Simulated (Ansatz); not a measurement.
This singlet lies 2.56 eV below the relaxed triplet at the level frozen-core CCSD(T)/cc-pVTZ // PBE0-D3(BJ)/def2-TZVP (Ansatz, a first-principles code).

A geometry relaxed with PBE0-D3(BJ)/def2-TZVP in Ansatz, charge 0, multiplicity 1:

```xyz
6

H     -1.1354     0.4043    -0.5483
C      0.3809    -0.2843     0.6603
N     -0.8730    -0.0969     0.2962
H     -1.6042    -0.4641     0.8762
H      2.0698     0.1490     0.0107
O      1.1620     0.2920    -0.2652
```

Question: Write the SMILES of this molecule.

Answer: `N[C]O`
